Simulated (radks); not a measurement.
Results of a calculation; reference values are marked as such.
Question: These are the eigenvalues of the occupied orbitals of an atom or ion with whole-number occupations (eV). Level of theory: scalar-relativistic Kohn-Sham, r2SCAN, spin-unpolarised, spherical densities, finite nucleus; meta-GGA in the generalised Kohn-Sham scheme; Fermi nuclear charge, rms radius of each element as measured or else 0.836 A^(1/3) + 0.57 fm (a radial shooting solver on a logarithmic mesh with Libxc functionals).

1s: -14215.15
2s: -1899.458
2p: -1679.599
3s: -290.6909
3p: -219.8243
3d: -103.0024
4s: -40.9468
4p: -25.3289
5s: -7.7360

Which element is it, and in what charge state? The configuration may be excited.

Answer: Z = 36, krypton, charge +1: Kr+ in [Ar] 3d10 4s1 4p5 5s1. The list shows which subshells hold electrons but not how many an open one holds; the 1s level, -522.4 hartree, gives Z - s = 32.3 by -(Z - s)^2/2, which with screening and relativity narrows Z to a few neighbours, and the depths of the outer levels then fix element, charge and occupations together.
